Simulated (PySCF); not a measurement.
# [SeH3]+: umbrella curve

These are results of PBE0/[Se def2-TZVP, H def2-TZVP], no relativity, density fitting, PySCF, not measurements.

Rigid scan from the singlet minimum (Se–H 1.480 Å (×3); H–Se–H 92.6° (×3)). Coordinate: angle between each bond and the threefold axis, bonds fixed. Energies in kJ/mol from the minimum.

```csv
angle of the bonds to the threefold axis (°),E (kJ/mol),"dipole size (D, about the centre of mass)"
55,0.8,1.76
60,3.6,1.69
65,20.9,1.60
70,49.7,1.47
75,85.4,1.27
80,120.9,0.95
85,147.6,0.52
90,157.6,0.00
```

With the bonds held, the planar shape lies 157.6 kJ/mol from the minimum.

The scan took 4.6 s on 2 threads of a shared Arm Neoverse V1 host; the process peaked at 0.81 GiB.
